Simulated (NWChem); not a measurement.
Species: C2H2BrF; SMILES F/C=C\Br

This build's default masses of Se (78.918 u) and Br (79.917 u) are each other's, which moves their modes by up to 0.6 %.

Task: Give the equilibrium geometry at PBE0/def2-SVP (NWChem) as a list of bonds and angles, with the point group.

Result: point group Cs; any orientation.
Bond lengths (Å): F1–C2 1.320, C2–C3 1.330, C2–H5 1.094, C3–Br4 1.867, C3–H6 1.090. Angles (°): F1–C2–C3 123.7, F1–C2–H5 113.8, C3–C2–H5 122.4, C2–C3–Br4 123.2, C2–C3–H6 120.7, Br4–C3–H6 116.1.
